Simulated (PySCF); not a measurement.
B(F)(Me)(SH) (CH4BFS), SMILES CB(F)S. Atoms are numbered in the order given.

```xyz
8

B     -0.1230    -0.4078     0.0000
F     -1.3994    -0.8013     0.0000
C      1.0037    -1.4964     0.0000
H      0.8783    -2.1487    -0.8824
H      2.0298    -1.1038     0.0000
H      0.8783    -2.1487     0.8824
S      0.1206     1.3920     0.0000
H      1.4712     1.3580     0.0000
```
Charge 0, spin multiplicity 1.

Coordinates come from a B3LYP-D3(BJ)/def2-SVP optimisation. The values are those of a single conformer.

These are PySCF with PBE/def2-TZVPD values and carry that method's errors.

Symmetry labels are those of the subgroup Cs that the program uses (full group Cs).

Computed valence orbital energies around the gap with their symmetry:
| orbital | symmetry | energy (eV) |
|---|---|---|
| HOMO−7 | A' | -11.56 |
| HOMO−6 | A" | -11.12 |
| HOMO−5 | A' | -10.37 |
| HOMO−4 | A' | -10.14 |
| HOMO−3 | A" | -9.79 |
| HOMO−2 | A' | -9.17 |
| HOMO−1 | A' | -7.58 |
| HOMO | A" | -6.86 |
| LUMO | A" | -1.28 |
| LUMO+1 | A' | -0.96 |
| LUMO+2 | A' | -0.20 |
| LUMO+3 | A' | 0.35 |
